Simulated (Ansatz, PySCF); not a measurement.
Energy difference R1 + R2 → P1, each structure at its B3LYP-D3(BJ)/def2-TZVP stationary point, reached from a drawn start (curvature not checked).
P1, SiCl4 (SMILES Cl[Si](Cl)(Cl)Cl) (charge 0, multiplicity 1):
```xyz
5

Si     0.0000     0.0000     0.0000
Cl     1.1735     1.1735     1.1735
Cl     1.1735    -1.1735    -1.1735
Cl    -1.1735     1.1735    -1.1735
Cl    -1.1735    -1.1735     1.1735
```
R1: Cl2Si (SMILES Cl[Si]Cl), charge 0, multiplicity 1.
R2: Cl2 (SMILES ClCl), charge 0, multiplicity 1.

P less R. No zero-point or thermal terms.

Frozen-core correlation throughout. CBS: X⁻³ extrapolation of the correlation energy, Hartree–Fock from the larger set.

Codes used: Ansatz (Gaussian orbitals); PySCF for the D3/D4 terms. No computed number here is a measurement.

Task: What is the computed reaction energy (PBE-D4/def2-TZVPP)?

Result: -113.3 kcal/mol

Task: What reaction energy does MP2/cc-pV(D+d)Z give?

Result: -123.8 kcal/mol

Task: What is the computed reaction energy (CCSD(T)/CBS(cc-pV(T+d)Z, cc-pV(Q+d)Z))?

Result: -122.6 kcal/mol

Ansatz is a quantum-chemistry and plane-wave program.
